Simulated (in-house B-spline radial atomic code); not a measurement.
Inner levels of krypton as electrons are removed. A shift is the extra binding of the orbital against the neutral atom ([Ar] 3d10 4s2 4p6). Computed with a radial B-spline atomic code at the basis-set limit: non-relativistic Hartree-Fock, average of the configuration, point nuclei.

This level leaves out relativity, spin-orbit splitting included, which matters for heavy ions.

| ion | configuration | shift of 1s (eV) | radius of 1s (bohr) | Σ<r²> (bohr²) | change of density at nucleus (bohr⁻³) |
| --- | --- | --- | --- | --- | --- |
| Kr15+ | [Ar] 3d3 | 494.57 | 0.042448 | 3.213 | 64.082 |
| Kr16+ | [Ar] 3d2 | 555.19 | 0.042449 | 2.8921 | 83.91 |
| Kr17+ | [Ar] 3d1 | 618.21 | 0.042451 | 2.5955 | 104.9 |
| Kr18+ | [Ne] 3s2 3p6 | 683.65 | 0.042453 | 2.3206 | 127.06 |
| Kr19+ | [Ne] 3s2 3p5 | 752.97 | 0.042447 | 2.0251 | 153.28 |
| Kr20+ | [Ne] 3s2 3p4 | 824.1 | 0.042441 | 1.7433 | 180.44 |
| Kr21+ | [Ne] 3s2 3p3 | 897.05 | 0.042434 | 1.4743 | 208.55 |
| Kr22+ | [Ne] 3s2 3p2 | 971.8 | 0.042427 | 1.2172 | 237.61 |
| Kr23+ | [Ne] 3s2 3p1 | 1048.35 | 0.04242 | 0.97154 | 267.62 |
| Kr24+ | [Ne] 3s2 | 1126.7 | 0.042412 | 0.73651 | 298.6 |
| Kr25+ | [Ne] 3s1 | 1201.63 | 0.04241 | 0.49674 | -27.041 |
| Kr26+ | [He] 2s2 2p6 | 1277.98 | 0.042407 | 0.26561 | -368.11 |
| Kr27+ | [He] 2s2 2p5 | 1470.69 | 0.042366 | 0.22972 | -279.23 |
| Kr28+ | [He] 2s2 2p4 | 1667.62 | 0.042324 | 0.19565 | -187.82 |
| Kr29+ | [He] 2s2 2p3 | 1868.74 | 0.04228 | 0.16329 | -93.848 |
| Kr30+ | [He] 2s2 2p2 | 2074.03 | 0.042234 | 0.13253 | 2.6808 |
| Kr31+ | [He] 2s2 2p1 | 2283.48 | 0.042186 | 0.10328 | 101.79 |
| Kr32+ | [He] 2s2 | 2497.07 | 0.042136 | 0.075437 | 203.48 |
| Kr33+ | [He] 2s1 | 2682.65 | 0.04213 | 0.03951 | -1408.81 |
| Kr34+ | 1s2 | 2870.83 | 0.042106 | 0.0047339 | -3080.81 |
| Kr35+ | 1s1 | 3478.55 | 0.041667 | 0.0023148 | -17384.8 |
